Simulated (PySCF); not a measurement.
SMILES N#Cc1ccc([SiH3])s1 (GFN2-xTB optimised geometry):

```
13

N     -2.253    -3.360    -0.001
C     -1.557    -2.447     0.000
C     -0.707    -1.341     0.000
C      0.667    -1.341     0.000
C      1.198    -0.043     0.000
C      0.253     0.949     0.000
Si     0.499     2.813     0.001
S     -1.339     0.278     0.001
H      1.253    -2.242     0.000
H      2.253     0.164     0.000
H     -0.124     3.357     1.208
H     -0.139     3.360    -1.197
H      1.942     3.040    -0.008
```

Calculation: B3LYP/def2-TZVP (PySCF).

Question: What are the frontier orbital energies and the dipole moment?

Answer: HOMO-2 -9.32 eV, HOMO-1 -7.84 eV, HOMO -7.24 eV, LUMO -2.17 eV, LUMO+1 -0.63 eV; dipole moment 4.78 D.

Meta-Löwdin charges at B3LYP/def2-TZVP: N1 -0.22, C2 0.11, C3 -0.16, C4 -0.11, C5 -0.13, C6 -0.35, Si7 0.53, S8 0.33, H9 0.14, H10 0.13, H11 -0.09, H12 -0.09, H13 -0.09.
